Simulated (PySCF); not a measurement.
(Z)-1,2-dichloro-1-fluoroprop-1-ene (C3H3Cl2F), SMILES Cl/C(=C(\Cl)F)C. Coordinates come from a TPSSh-D3(BJ)/def2-SVP optimisation.

Computed equilibrium geometry at TPSSh-D3(BJ)/def2-SVP (PySCF confirms it by a frequency run) as Cartesian coordinates in Å, and its point group:
point group Cs.
```xyz
9

C     -1.4950     1.6798     0.0000
C     -0.3472     0.7203     0.0000
Cl     1.2443     1.4191     0.0000
C     -0.4855    -0.6165     0.0000
F     -1.6961    -1.1787     0.0000
Cl     0.7898    -1.7653     0.0000
H     -2.4482     1.1353     0.0000
H     -1.4511     2.3280     0.8899
H     -1.4511     2.3280    -0.8899
```
